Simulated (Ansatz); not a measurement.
The cluster Sc₈O₁₂. Charge 0, multiplicity 1. Geometry PBE-D4/def2-SVP.

```xyz
20

Sc    2.208    0.142    1.308
Sc   -1.360   -2.538   -1.781
Sc    3.399    0.761   -1.605
Sc    1.061    2.396    3.587
Sc    0.265    0.768   -1.450
Sc   -1.183    1.689    1.047
Sc   -2.635   -0.019   -0.812
Sc    1.871   -2.280   -0.764
O     3.562    0.964    0.229
O     0.461    0.676    0.528
O     0.302   -3.272   -1.233
O     1.985   -0.540   -1.744
O    -1.422    1.737   -0.956
O    -2.653   -2.079   -0.334
O    -3.414   -1.864   -1.606
O    -0.825    2.174    3.218
O    -2.628    0.483    1.016
O    -0.976   -0.674   -2.003
O    -0.198    3.237    2.350
O     2.179   -1.760    1.005
```

Single mean-field runs in def2-SVP, def2-TZVP are fitted with def2-universal-jkfit. The structure holds 2 bonds between oxygen atoms, so isomers without such links may lie far lower. The restricted singlet is unstable towards broken spin symmetry in Hartree–Fock (as tested in another run); at PBE-D4/def2-SVP, PBE-D4/def2-TZVP, r2SCAN-D4/def2-TZVP, PBE0-D4/def2-TZVP and others this wasn't settled. Another isomer (singlet) lies 8.77 eV lower at PBE0-D4/def2-TZVP; other spin states weren't run for this one.

Q: Estimate the orbital energies around the gap (eV) in Ansatz with PBE-D4/def2-SVP, PBE-D4/def2-TZVP, r2SCAN-D4/def2-TZVP, PBE0-D4/def2-TZVP, r2SCAN0-D4/def2-TZVP.

A: 
```tsv
orbital	PBE-D4/def2-SVP	PBE-D4/def2-TZVP	r2SCAN-D4/def2-TZVP	PBE0-D4/def2-TZVP	r2SCAN0-D4/def2-TZVP
HOMO−5	-6.27	-6.40	-6.66	-7.84	-8.04
HOMO−4	-6.14	-6.29	-6.54	-7.68	-7.89
HOMO−3	-5.88	-6.00	-6.25	-7.44	-7.64
HOMO−2	-5.55	-5.72	-5.97	-7.22	-7.43
HOMO−1	-3.97	-4.06	-4.19	-4.99	-5.06
HOMO	-3.02	-3.14	-3.11	-3.64	-3.67
LUMO	-2.90	-2.98	-2.79	-2.13	-2.04
LUMO+1	-2.80	-2.91	-2.73	-2.03	-1.95
LUMO+2	-2.74	-2.84	-2.66	-1.83	-1.69
LUMO+3	-2.47	-2.64	-2.39	-1.76	-1.62
LUMO+4	-2.38	-2.51	-2.33	-1.69	-1.55
LUMO+5	-2.35	-2.49	-2.24	-1.66	-1.48
```
